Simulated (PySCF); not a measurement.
C2H5 (SMILES [CH2-]C), charge -1, singlet, at a GFN2-xTB geometry (in this run its highest filled SCF level lies above zero, so its values depend strongly on the basis, on diffuse functions most of all). Base run: PBE0/def2-SV(P) run with PySCF.

Here is a job for PySCF.
```python
from pyscf import gto, scf, dft

mol = gto.M(
    atom='''
C    -0.010306    0.120392    0.842392
C     0.007773    0.030426   -0.681039
H    -0.900603   -0.502183    1.184667
H     0.877217   -0.494407    1.205306
H     0.017890   -0.994146   -1.166430
H    -0.873090    0.539050   -1.106087
H     0.893784    0.546778   -1.085575
''',
    basis='def2-sv(p)',
    charge=-1,
    spin=0,
    verbose=4,
    symmetry=True,
)

mf = dft.RKS(mol)
mf.xc = 'pbe0'
mf.kernel()
mf.analyze()
```

Variants of this job, named by their change:

| change | ΔE vs base (mEh) | point group used | SCF cycles |
|---|---|---|---|
| base | 0.000 | Cs | 9 |
| symmetry = off | 0.000 | C1 | 9 |
| irrep_nelec = A':16 A":2 | 674.3 | Cs | 12 |
| irrep_nelec = A':12 A":6 | 496.4 | Cs | 10 |
